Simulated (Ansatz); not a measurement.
Relaxation of CH$_{7}$BN$_{2}$O (12 atoms, charge 0, multiplicity 1), to a largest force component of 0.02 eV/Å in at most 50 steps.

Theory: RKS PBE-D4/def2-SVP in Ansatz.

```xyz
12
Properties=species:S:1:pos:R:3:forces:R:3
N -1.370 0.759 0.901 -1.71 1.43 1.68
C -0.618 -0.353 0.500 -0.02 -0.03 1.79
B 0.485 0.075 -0.559 6.70 2.32 -2.43
N 1.556 -0.958 -1.102 -5.41 -0.93 1.66
O 0.638 1.457 -0.999 -1.37 -3.93 1.26
H -0.840 1.429 1.513 -0.25 -0.61 -0.80
H -2.186 0.458 1.477 0.33 0.29 -0.47
H -1.228 -1.093 0.014 -0.98 -1.19 0.12
H -0.133 -0.785 1.439 0.48 -0.45 -1.09
H 1.268 -1.885 -0.625 0.99 1.22 -0.93
H 2.430 -0.694 -0.761 2.60 0.61 0.66
H -0.541 0.175 -1.113 -1.36 1.27 -1.46
```

Question: Where does it end, and by what steps?

Answer: The run converged. After 14 steps the energy has fallen by 5.464 eV; H12 moved furthest, 1.24 Å. Parted: B3–H12 (1.17 → 1.87 Å). Joined: O5–H12 (1.75 → 0.99 Å).

```
step  energy less start (eV)  largest force component (eV/Å)  accepted
   0                  0.0000                           6.695       yes
   1                 -1.3279                           3.290       yes
   2                 -2.1592                           2.583       yes
   3                 -3.1784                           3.089       yes
   4                 -3.8695                           4.926       yes
   5                 -4.6556                           1.860       yes
   6                 -5.1101                           0.987       yes
   7                 -5.3692                           0.580       yes
   8                 -5.4088                           0.671       yes
   9                 -5.4514                           0.220       yes
  10                 -5.4523                           0.348       yes
  11                 -5.4627                           0.129       yes
  12                 -5.4632                           0.075       yes
  13                 -5.4638                           0.041       yes
  14                 -5.4641                           0.018       yes
```

```xyz
12
Properties=species:S:1:pos:R:3
N -1.366 0.773 0.807
C -0.619 -0.483 0.573
B 0.529 -0.161 -0.507
N 1.634 -1.009 -0.750
O 0.357 1.004 -1.214
H -0.873 1.350 1.500
H -2.297 0.597 1.203
H -1.317 -1.212 0.104
H -0.245 -0.983 1.500
H 1.807 -1.869 -0.235
H 2.329 -0.804 -1.468
H -0.478 1.382 -0.829
```

Time of the run: 22 s on 2 threads of Intel(R) Xeon(R) Platinum 8488C (Sapphire Rapids), with other jobs on the host, peak memory 0.17 GiB.
